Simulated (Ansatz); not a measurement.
Pd3S2, relaxed as a singlet with RKS PBE-D4/def2-SVP in Ansatz, starting from the GFN2-xTB geometry. Force threshold 0.02 eV/Å.

In the def2 sets Pd takes a core potential; there is no spin–orbit coupling. The restricted singlet is unstable towards broken spin symmetry at other levels; at PBE-D4/def2-SVP this wasn't settled. Another isomer (singlet) lies 0.99 eV lower at PBE0-D4/def2-TZVP; other spin states weren't run for this one.

Start:

```xyz
5

Pd    0.128   -0.068   -0.156
Pd    1.114    1.403    1.651
Pd   -2.304   -0.767   -0.199
S     1.643    1.458   -0.500
S    -0.581   -2.026   -0.796
```

```tsv
step	energy (eV)	largest force component (eV/Å)	SCF passes
1	-32098.7757	0.695	41
2	-32098.8654	0.111	32
3	-32098.8672	0.060	28
4	-32098.8728	0.044	39
5	-32098.8731	0.019	26
```

Force components are those of the run's own axes.

End:

```xyz
5

Pd    0.154   -0.082   -0.188
Pd    1.109    1.581    1.666
Pd   -2.384   -0.899   -0.110
S     1.767    1.382   -0.433
S    -0.645   -1.982   -0.935
```

By distances, no bond broke or formed. The bond that changes most is Pd1–S4, from 2.18 to 2.19 Å (atoms count from 1).

No frequencies were taken in this run, so the end may be a saddle point.

It took 8.5 s on 4 threads of Arm Neoverse V2 on a shared host.
